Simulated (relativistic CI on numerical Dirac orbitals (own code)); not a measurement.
# Sensitivity of the levels of Pt22+ to α and to the nuclear radius

Calculated at this level of theory: Dirac-Coulomb-Breit CI, separate exchange-only KLI orbitals for each configuration, derivatives by finite differences, unscaled Slater integrals, QED left out (own radial code, finite nucleus).

Configuration list (outside the closed core [Ar] 3d10 4p6 4d10): 4s2 4f10, 4s2 4f9 5s, 4s2 4f8 5s2, 4s 4f11, 4f12. Levels of other configurations are missing.

With x = (α/α₀)² − 1 an excitation energy changes as ω = ω₀ + qx; K = 2q/ω₀ is the relative enhancement. Terms are leading LS components, so labels can repeat. The field-shift factor is F = δν/δ⟨r²⟩ for the transition from the lowest level.

Lowest level 4s2 4f10 5I_8.

| Level | ω₀ (cm⁻¹) | q (cm⁻¹) | K | F (GHz/fm²) |
| --- | --- | --- | --- | --- |
| 4s2 4f10 5I_7 | 23800.1 | 25600 | 2.15 | 1.46 |
| 4s2 4f10 5I_6 | 35083.3 | 25550 | 1.46 | 1.61 |
| 4s2 4f10 3G_5 | 35543.4 | 1788 | 0.101 | 0.496 |
| 4s2 4f10 3D_2 | 44278.7 | -2880 | -0.13 | 0.372 |
| 4s2 4f10 5I_5 | 48115.4 | 33970 | 1.41 | 2.14 |
| 4s2 4f10 5I_4 | 50142.8 | 30600 | 1.22 | 2.01 |
| 4s2 4f10 3K_8 | 52298.8 | 17010 | 0.651 | 1.42 |
| 4s2 4f10 5F_4 | 54427.2 | 15330 | 0.563 | 1.37 |
| 4s2 4f10 5G_6 | 60266.6 | 17800 | 0.591 | 1.58 |
| 4s2 4f10 5S_2 | 61842.1 | 23590 | 0.763 | 1.82 |
| 4s2 4f10 5F_3 | 63862.1 | 27470 | 0.86 | 2.03 |
| 4s2 4f10 5F_1 | 66846.5 | 25740 | 0.77 | 1.97 |
| 4s2 4f10 5G_4 | 68097.5 | 10890 | 0.32 | 1.31 |
| 4s2 4f10 5F_5 | 68319.6 | 28600 | 0.837 | 2.13 |
| 4s2 4f10 3L_9 | 70839.8 | 19410 | 0.548 | 1.78 |
| 4s2 4f10 3K_7 | 71636.9 | 30930 | 0.863 | 2.29 |
| 4s2 4f10 3H_6 | 78283.0 | 34820 | 0.89 | 2.56 |
| 4s2 4f10 3F_4 | 78380.0 | 24340 | 0.621 | 2.07 |
| 4s2 4f10 3F_2 | 79702.1 | 21340 | 0.536 | 1.93 |
| 4s2 4f10 5G_3 | 82929.6 | 26540 | 0.64 | 2.22 |
| 4s2 4f10 5G_5 | 83423.9 | 40440 | 0.969 | 2.88 |
| 4s2 4f10 3M_10 | 84403.9 | 21240 | 0.503 | 2.05 |
| 4s2 4f10 3K_6 | 85690.4 | 38240 | 0.893 | 2.8 |

At this charge energies of transitions that change n are usually good to better than 1 %, and those within a shell (Δn = 0) to a few per cent. Terms inside the open d or f shell come out 10 to 20 % too wide with unscaled integrals.
